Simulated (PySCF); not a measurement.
CH6BNO2.
Cartesian coordinates in Å at the PBE0-D3(BJ)/def2-SVP level; atoms count from 1:
```xyz
11
CH6BNO2 angstrom
C      1.4674    0.0227    0.5186
N      0.2962    0.5766   -0.1069
B     -0.8748   -0.1546   -0.4198
O     -0.9219   -1.4927   -0.1281
O     -1.9824    0.4119   -1.0113
H      1.3240   -1.0581    0.6488
H      2.3779    0.1678   -0.0899
H      1.6616    0.4550    1.5171
H      0.3334    1.5720   -0.2790
H     -1.7583   -1.8704   -0.4144
H     -1.8838    1.3452   -1.2112
```

Jobs on this species (11 atoms, 40 electrons) with PySCF (density fitting). Hardware of each: one thread of an Arm Neoverse V2 (shared host). The host was shared with other jobs, so the times are rough. Peak memory is the resident size of the whole Python process, interpreter and libraries included.

Question: Rank these jobs by wall time, shortest first.
A. PBE0-D3(BJ)/def2-SVP, grid level 1; geometry optimisation from a GFN2-xTB start shaken at random; 100 basis functions
B. delta-SCF UKS PBE, pcX-2 on the ionised atom, pcseg-1 elsewhere, spin-free X2C; ΔSCF core ionisation, 4 holes; 131 basis functions
C. delta-SCF UKS SCAN, pcX-2 on the ionised atom, pcseg-1 elsewhere, spin-free X2C; ΔSCF core ionisation, 4 holes; 131 basis functions

Answer: B (10 s), C (17 s), A (41 s).

All jobs:

| level and settings | work | basis functions | SCF cycles | wall time | peak memory |
| --- | --- | --- | --- | --- | --- |
| delta-SCF UKS HF, pcX-2 on the ionised atom, pcseg-1 elsewhere, spin-free X2C | ΔSCF core ionisation, 4 holes | 131 | 58 | 9.0 s | 0.48 GiB |
| delta-SCF UKS PBE, pcX-2 on the ionised atom, pcseg-1 elsewhere, spin-free X2C | ΔSCF core ionisation, 4 holes | 131 | 68 | 10 s | 0.48 GiB |
| delta-SCF UKS SCAN, pcX-1 on the ionised atom, pcseg-1 elsewhere, spin-free X2C | ΔSCF core ionisation, 4 holes | 110 | 67 | 14 s | 0.48 GiB |
| delta-SCF UKS SCAN, def2-TZVP on the ionised atom, pcseg-1 elsewhere, spin-free X2C | ΔSCF core ionisation, 4 holes | 117 | 69 | 16 s | 0.48 GiB |
| delta-SCF UKS SCAN, pcX-2 on the ionised atom, pcseg-1 elsewhere, spin-free X2C | ΔSCF core ionisation, 4 holes | 131 | 70 | 17 s | 0.43 GiB |
| delta-SCF UKS PBE0, pcX-2 on the ionised atom, pcseg-1 elsewhere, spin-free X2C | ΔSCF core ionisation, 4 holes | 131 | 59 | 17 s | 0.48 GiB |
| delta-SCF UKS SCAN, pcX-2 on the ionised atom, pcseg-1 elsewhere, non-relativistic | ΔSCF core ionisation, 4 holes | 131 | 70 | 17 s | 0.48 GiB |
| delta-SCF UKS B3LYP, pcX-2 on the ionised atom, pcseg-1 elsewhere, spin-free X2C | ΔSCF core ionisation, 4 holes | 131 | 60 | 17 s | 0.49 GiB |
| PBE0-D3(BJ)/def2-SVP, grid level 1 | geometry optimisation from a GFN2-xTB start shaken at random | 100 | 105 | 41 s | 0.40 GiB |

Q: What do all jobs in the table cost together?

A: About 2.6 min; the longest takes about 26 % of that, and about 4.6 times as long as the shortest.
